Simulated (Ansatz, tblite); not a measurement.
Spin states of the cluster Sr₂S₂⁺, each relaxed with r2SCAN-D4/def2-TZVP in Ansatz. Electronic energies in the gas phase.

In the def2 sets Sr takes a core potential; there is no spin–orbit coupling. The xTB rows come from tblite. B3LYP takes the VWN-RPA correlation. Correlated methods freeze 10 core orbitals; core or outer-core shells of Sr are correlated, in sets that lack core-valence functions. In CCSD on the charge 1 quartet the largest single amplitude is 0.47, so its Hartree–Fock determinant may place the open shell otherwise than the density functionals do. The structure comes from a short search, and lower isomers may exist.

Doublet geometry (D2h within 0.1 Å):

```tsv
atom	x (Å)	y (Å)	z (Å)
Sr1	1.329	0.447	-1.614
Sr2	-1.333	-0.454	1.610
S3	1.089	-1.008	0.618
S4	-1.086	1.015	-0.613
```

Quartet geometry (D2h within 0.1 Å):

```csv
atom,x (Å),y (Å),z (Å)
Sr1,-1.0443,-2.0737,-0.8373
Sr2,1.0446,2.0735,0.8374
S3,0.6425,0.1522,-1.1784
S4,-0.6429,-0.1520,1.1783
```

⟨S²⟩: doublet 0.76 at PBE0-D4/def2-TZVP (pure 0.75), quartet 3.77 at PBE0-D4/def2-TZVP (pure 3.75).

Run but left out: HF/def2-TZVP, HF/def2-TZVPP, MP2/def2-TZVP, MP2/def2-TZVPP (quartet: a determinant that CCSD turns far, T1 0.077).

Only these spin states were relaxed. The quartet has other bonds than the doublet, so the gap mixes isomer and spin.

```json
{"level": "GFN2-xTB", "quartet − doublet (kJ/mol)": "78.1", "lowest of these": "doublet"}
{"level": "BLYP-D4/def2-TZVP", "quartet − doublet (kJ/mol)": "213.0", "lowest of these": "doublet"}
{"level": "r2SCAN-D4/def2-TZVP", "quartet − doublet (kJ/mol)": "253.8", "lowest of these": "doublet"}
{"level": "PBE0-D4/def2-TZVP", "quartet − doublet (kJ/mol)": "252.9", "lowest of these": "doublet"}
```

**Question.** Estimate the rows for PBE-D4/def2-TZVP, B3LYP-D4/def2-TZVP, ωB97X-V/def2-TZVP, CCSD(T)/def2-TZVPP.

**Answer.** 
```tsv
level	quartet − doublet (kJ/mol)	lowest of these	remarks
PBE-D4/def2-TZVP	229.9	doublet	–
B3LYP-D4/def2-TZVP	234.3	doublet	–
ωB97X-V/def2-TZVP	298.8	doublet	–
CCSD(T)/def2-TZVPP	251.7	doublet	large T1 (0.077) (quartet)
```

The xTB methods have no spin-polarisation term.
